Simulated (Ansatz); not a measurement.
`C[O][GeH]([Cl])[SeH]` + CH₄ → `[CH3][GeH]([Cl])[SeH]` + CH₃OH  (formal exchange of groups at a Ge–O bond)

Program: Ansatz. Geometries: PBE0-D4/def2-TZVP. ΔE: electronic, gas phase. CBS: MP2 limit from def2 TZ/QZ plus the TZ coupled-cluster correction, frozen cores. This one scheme is used for every species. Functionals use def2-TZVPP. B3LYP here is the variant with VWN-RPA as its local correlation; programs differ in this. For Ge, Se outer-core shells are correlated without core-valence functions, which leaves a few kJ/mol of doubt a bond. Scalar relativity is left out up to krypton. Each species was taken in one conformer, which may not be the lowest.

(1) Is it downhill or uphill in electronic energy at CCSD(T)/CBS, and by how much? (Best estimate.)

(2) What do these levels give: PBE-D4, PBE0-D4, B3LYP-D4, ωB97X-V, B2PLYP, PBE, MP2/def2-TZVPP, SCS-MP2/def2-TZVPP, CCSD(T)/def2-TZVPP, MP2/def2-QZVPP, MP2/CBS(def2), CCSD/CBS(def2)? (Best estimate.)

Largest T1 diagnostic among the species: 0.011.

Answers

(1) Computed: Uphill: ΔE = +11.0 kcal/mol.

(2) The calculation gave: PBE-D4 11.2, PBE0-D4 10.3, B3LYP-D4 12.6, ωB97X-V 11.9, B2PLYP 12.2, PBE 10.5, MP2/def2-TZVPP 11.8, SCS-MP2/def2-TZVPP 12.2, CCSD(T)/def2-TZVPP 11.6, MP2/def2-QZVPP 11.5, MP2/CBS(def2) 11.2, CCSD/CBS(def2) 10.5 kcal/mol.

The D4 term adds +1.1 kcal/mol with B3LYP and +0.6 kcal/mol with PBE0; it sums over pairs of atoms, weighted by their polarisabilities, and B3LYP, whose exchange is more repulsive, gets the larger term. From PBE to PBE0 (25 % exact exchange), in def2-TZVPP and without D4, ΔE moves by −0.8 kcal/mol.
